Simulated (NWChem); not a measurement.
CH4Cl2SSi; SMILES C[Si](S)(Cl)Cl

```xyz
9

C      0.0086    -0.1248    -2.1140
Si     0.0015    -0.0234    -0.2616
S      0.6639     1.8476     0.5178
Cl    -1.9204    -0.2290     0.4488
Cl     1.1540    -1.5729     0.4754
H      1.0347    -0.0306    -2.5013
H     -0.3978    -1.0942    -2.4400
H     -0.6063     0.6828    -2.5383
H      1.9059     1.7269    -0.0048
```
Atoms are numbered in this order, from 1.

Level: PBE0/def2-SVP (NWChem), optimised geometry, unscaled harmonic frequencies. 

**Question.** List the harmonic frequencies with IR intensities, and the thermochemistry.

**Answer.** 
```json
[
 {"frequency (cm⁻¹)": "119", "IR intensity (km/mol)": "6.9"},
 {"frequency (cm⁻¹)": "145", "IR intensity (km/mol)": "0.7"},
 {"frequency (cm⁻¹)": "169", "IR intensity (km/mol)": "0.2"},
 {"frequency (cm⁻¹)": "196", "IR intensity (km/mol)": "11.5"},
 {"frequency (cm⁻¹)": "206", "IR intensity (km/mol)": "5.3"},
 {"frequency (cm⁻¹)": "212", "IR intensity (km/mol)": "4.5"},
 {"frequency (cm⁻¹)": "220", "IR intensity (km/mol)": "13.3"},
 {"frequency (cm⁻¹)": "440", "IR intensity (km/mol)": "16.0"},
 {"frequency (cm⁻¹)": "572", "IR intensity (km/mol)": "104.2"},
 {"frequency (cm⁻¹)": "582", "IR intensity (km/mol)": "122.8"},
 {"frequency (cm⁻¹)": "721", "IR intensity (km/mol)": "27.8"},
 {"frequency (cm⁻¹)": "767", "IR intensity (km/mol)": "67.9"},
 {"frequency (cm⁻¹)": "809", "IR intensity (km/mol)": "87.6"},
 {"frequency (cm⁻¹)": "819", "IR intensity (km/mol)": "76.4"},
 {"frequency (cm⁻¹)": "1268", "IR intensity (km/mol)": "27.0"},
 {"frequency (cm⁻¹)": "1418", "IR intensity (km/mol)": "4.0"},
 {"frequency (cm⁻¹)": "1419", "IR intensity (km/mol)": "6.2"},
 {"frequency (cm⁻¹)": "2704", "IR intensity (km/mol)": "0.4"},
 {"frequency (cm⁻¹)": "3064", "IR intensity (km/mol)": "0.1"},
 {"frequency (cm⁻¹)": "3175", "IR intensity (km/mol)": "0.0"},
 {"frequency (cm⁻¹)": "3182", "IR intensity (km/mol)": "0.0"}
]
```

```json
{
 "zero_point_energy": "31.7 kcal/mol",
 "thermal correction to the enthalpy at 298.15 K (with zero-point energy)": "37.3 kcal/mol",
 "heat capacity Cv": "25.6 cal/(mol K)",
 "entropy at 298.15 K and 1 atm (symmetry number 1)": "89.0 cal/(mol K)",
 "dipole_moment": "2.57 D"
}
```

Rigid rotor and harmonic oscillator.
